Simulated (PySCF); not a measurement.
Species: CH₆Ge.
Bonds: C1–Ge2. Hydrogens: H3, H4, H5 on C1; H6, H7, H8 on Ge2.

Computed by this run: PBE0-D3(BJ)/def2-SVP geometry optimisation, gas phase in PySCF 2.14.0; density fitting, grid level 1; the optimiser is geomeTRIC in internal coordinates, started from a GFN2-xTB structure with every atom displaced at random (about 0.01 Å).

Step 0: E = -57636.4829 eV
```
atom  x, y, z in Å  |  force x, y, z in eV/Å
C1     -1.0153   -0.0861    0.0380   -0.420   1.101  -0.970
Ge2     0.9124    0.0515   -0.0375   -0.306   0.087  -0.170
H3     -1.4856    0.0787   -0.9637    0.384  -0.107   0.449
H4     -1.4113    0.7034    0.6898   -0.041  -0.013   0.148
H5     -1.3537   -1.0396    0.3940   -0.187  -0.871   0.411
H6      1.5219   -0.1356    1.3130    0.287  -0.135   0.883
H7      1.5035   -0.9852   -0.9411    0.263  -0.633  -0.538
H8      1.3832    1.3936   -0.5450    0.021   0.570  -0.214
```

Q: Estimate the geometry and energy of step 1. (The exact step hangs on the optimiser's Hessian estimate; all steps are aligned on step 0, rigid shifts and turns removed.)

A: E = -57636.5598 eV, largest force 0.408 eV/Å
```
atom  x, y, z in Å  |  force x, y, z in eV/Å
C1     -1.0310   -0.0582    0.0370    0.150  -0.319   0.206
Ge2     0.9214    0.0509   -0.0263    0.164   0.003   0.003
H3     -1.4174    0.0315   -0.9812   -0.136   0.069  -0.203
H4     -1.4597    0.7380    0.6574   -0.007   0.067   0.034
H5     -1.3537   -1.0347    0.4399    0.063   0.155  -0.037
H6      1.5718   -0.1831    1.3672   -0.141   0.029  -0.197
H7      1.4740   -1.0159   -1.0124   -0.068   0.135   0.143
H8      1.3499    1.4524   -0.5341   -0.026  -0.139   0.052
```

The energy changes by -0.0769 eV. The first-order estimate −F·Δx gives -0.2174 eV and the mean of the old and new forces, exact on a quadratic surface, -0.0804 eV. The step makes an angle of 61° with the force vector and moves no atom by more than 0.088 Å.

The cost below is that of the whole optimisation. Hardware: one thread, Arm Neoverse N1 (aarch64), no GPU, shared host. Cost: 14 s wall, 0.33 GiB resident at most.
